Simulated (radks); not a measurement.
Species: Br2+. Configuration: [Ar] 3d10 4s2 4p3 (the NIST ground configuration). All-electron calculation, Dirac Kohn-Sham, BLYP, spin-unpolarised, spherical densities, finite nucleus; open shells are shared between the two j in proportion to 2j + 1; Fermi nuclear charge, rms radius 4.1629 fm. Program: a radial shooting solver on a logarithmic mesh with Libxc functionals.

X-ray form factor f0, the Fourier transform of the density (f0(0) = 33):

sin(theta)/lambda (1/angstrom)  f0 (electrons)
0.05                                    32.547
0.1                                     31.307
0.15                                    29.566
0.2                                     27.632
0.25                                    25.731
0.3                                     23.969
0.4                                     20.905
0.5                                     18.271
0.6                                     15.912
0.8                                     11.996
1                                        9.285
1.25                                     7.305
1.5                                      6.227
2                                        4.927
